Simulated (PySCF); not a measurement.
## Frontier orbitals and the lowest excitations

2-vinylthiophene, C6H6S.
Atom-mapped SMILES: `[CH2:1]=[CH:2][c:3]1[cH:4][cH:5][cH:6][s:7]1` (hydrogens: H8, H9 on C1; H10 on C2; H11 on C4; H12 on C5; H13 on C6)

Structure used (PBE0-D3(BJ)/def2-SVP), in Å, numbered top down from 1:
```xyz
13
C6H6S angstrom
C     -2.2517   -0.7451    1.1550
C     -1.6301   -0.2699    0.0673
C     -0.2177    0.0336   -0.0689
C      0.4177    0.5228   -1.1918
C      1.8118    0.7177   -1.0092
C      2.2244    0.3751    0.2519
S      0.9221   -0.1844    1.2208
H     -1.7115   -0.9543    2.0835
H     -3.3260   -0.9396    1.1497
H     -2.2155   -0.0765   -0.8385
H     -0.1165    0.7325   -2.1201
H      2.4853    1.0961   -1.7791
H      3.2305    0.4222    0.6667
```

Computed, not measured: PySCF, TDDFT CAM-B3LYP/def2-SVPD, vertical, gas phase, core orbitals frozen in the response.

Frontier orbitals with the atoms that hold most of them (Löwdin shares over 4%, at most four atoms; ? is withheld):

```tsv
orbital	ε (eV)	atoms
LUMO+2	1.57	S7 42%, C1 13%, C2 9%, H9 6%
LUMO+1	1.28	S7 52%, H13 7%, C4 6%, C5 6%
LUMO	-0.27	?
HOMO	?	?
HOMO-1	-8.57	S7 44%, C4 19%, C5 17%, C3 9%
HOMO-2	-10.13	C2 28%, C1 21%, C6 13%, C3 12%
HOMO-3	-10.99	S7 49%, C3 11%, C2 6%, C1 6%
```

Problem. Give the leading atoms of the HOMO.

Solution. C6 (bonded to C, S and H) 19%; C1 (bonded to C and 2 H) 19%; C3 (bonded to 2 C and S) 18%; C2 (bonded to 2 C and H) 12%.

Problem. Which atoms hold the LUMO, and with what shares?

Solution. C1 (bonded to C and 2 H) 17%; C6 (bonded to C, S and H) 14%; S7 (bonded to 2 C) 14%; C2 (bonded to 2 C and H) 13%. By element: carbon 44% or more, sulfur 14%.

Problem. What is the HOMO energy, and the HOMO–LUMO gap?

Solution. ε(HOMO) = -7.50 eV; the gap is 7.23 eV (0.2656 hartree).

Problem. How does S1 compare with the orbital gap of 7.23 eV?

Solution. S1 is at 4.63 eV (f = 0.294), 2.60 eV below the gap, made of HOMO→LUMO (95%). 

Problem. One configuration dominates each of S1 and S2. Which, and how do the shares of the two leading atoms of either orbital change from the occupied to the empty one?

Solution. 
- S1 (4.63 eV, f 0.294), HOMO→LUMO (95%): C6 19% → 14%, C1 19% → 17%
- S2 (5.38 eV, f 0.095), HOMO-1→LUMO (87%): S7 44% → 14%, C4 19% → at most 13%, C1 at most 9% → 17%, C6 at most 9% → 14%

One conformer stands for the species.
